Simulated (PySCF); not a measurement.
Computed shifts of a molecule CH7GeNOSi, PBE0/pcSseg-1 run with PySCF, GIAO, gas phase, equivalent atoms averaged, in ppm (number of nuclei): ¹⁵N: 79.0 (1). ¹³C: 40.1 (1). ²⁹Si: -14.4 (1). ¹H: 6.58 (1), 5.12 (2), 3.70 (1), 3.56 (1), 1.85 (1), 1.50 (1). References: ¹⁷O against H2O (σ = 334.2 ppm); ⁷³Ge against GeH4 (σ = 1658.3 ppm); ¹⁵N against NH3 (σ = 267.4 ppm); ¹³C against TMS (σ = 186.3 ppm); ²⁹Si against TMS (σ = 352.7 ppm); ¹H against TMS (σ = 31.56 ppm), references at their B3LYP-D3(BJ)/def2-TZVP geometries, non-relativistic. Geometry optimised at B3LYP-D3(BJ)/def2-SVP. Other conformers were not sampled.

Task: Pick the molecule that these values belong to.
A. O[SiH2]/N=[CH]/[GeH3]
B. [OH][Ge@@H]1[NH]C[SiH2]1
C. O[SiH2]/C=[N]/[GeH3]
D. [OH][GeH2]/[N]=C/[SiH3]

Result: B, [OH][Ge@@H]1[NH]C[SiH2]1
